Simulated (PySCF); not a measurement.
Zr(Cl)2(OH)(NH2) (Cl2H3NOZr), SMILES [NH2][Zr]([OH])([Cl])[Cl], multiplicity 1. Geometry optimised at B3LYP-D3(BJ)/def2-SVP. The spin state was assumed, not searched. The structure was generated by enumeration; whether it is a known compound was not checked. The def2 effective core potentials stand for the cores of Zr; spin–orbit coupling is left out. One conformer was computed; it need not be the lowest.

Computed equilibrium geometry at B3LYP-D3(BJ)/def2-SVP (PySCF confirms it by a frequency run) as bond lengths and angles, and its point group (one conformer of several):
point group Cs.
Atoms: Zr1 Cl2 Cl3 O4 H5 N6 H7 H8. Bond lengths (Å): Zr1–Cl2 2.382, Zr1–Cl3 2.382, Zr1–O4 1.906, Zr1–N6 2.016, O4–H5 0.961, N6–H7 1.020, N6–H8 1.021. Bond angles (°): Cl2–Zr1–Cl3 108.3, Cl2–Zr1–O4 112.7, Cl2–Zr1–N6 108.8, Cl3–Zr1–O4 112.7, Cl3–Zr1–N6 108.8, O4–Zr1–N6 105.6, Zr1–O4–H5 167.3, Zr1–N6–H7 126.7, Zr1–N6–H8 124.6, H7–N6–H8 108.7.
